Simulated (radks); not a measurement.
Values are calculated unless marked as measured or tabulated.
Numerical settings for neutral rhenium, [Xe] 4f14 5d5 6s2. Level of theory: scalar-relativistic Kohn-Sham, PBE, spin-polarised, spherical densities, point nucleus; open shells are filled with parallel spins first (spin-orbit coupling, left out, can overturn this in heavy ions) (a radial shooting solver on a logarithmic mesh with Libxc functionals). The defaults (mesh step 0.008 in ln r, mesh end at 40 bohr or more with all orbitals vanishing there, Anderson mixing 0.5 over 9 steps, residual threshold near 1e-9 with the energy settled to 1e-9 hartree or 1e-11 of itself, here a cap of 74 iterations) give E = -16692.365 hartree and 6s at -4.808 eV in 15 iterations. Run on one thread of a shared host, so times are rough (Intel(R) Xeon(R) Platinum 8488C): 0.56 s of CPU time, 0.56 s wall, 15 iterations on 2728 mesh points. Changes against that run (0 stands for a change within the tolerance of the run):

setting                    iterations         converged  E (mhartree)  e(6s) (meV)  CPU (s)
mesh step in ln r 0.012            15               yes             0            0      0.4
mesh step in ln r 0.2               4                no      diverged            -     0.02
mesh step in ln r 0.005            15               yes             0            0     0.75
mesh end (bohr) 2                  14  level above zero     +1.75e+04    +1.43e+05     0.32
mesh end (bohr) 20                 15               yes             0            0     0.41
residual threshold 1e-13           24               yes             0            0     0.65
residual threshold 1e-16           74                no             0            0     0.78
mixing 0.05                        21               yes             0            0     0.52
linear mixing, mixing 0.2          74                no             0            0      1.4
linear mixing, mixing 1            74                no     +1.12e+06    +4.81e+03      7.1
mixing history 2                   26               yes             0            0     0.74
iteration cap 2                     2                no          +779     -5.9e+03     0.11

Settled on a wrong energy, with an occupied level pushed above zero by the early mesh end: mesh end (bohr) 2 (+17.5 hartree). Apart from these: no run marked as converged misses the energy by more than 1 mhartree. A mesh that ends early acts as a hard wall.
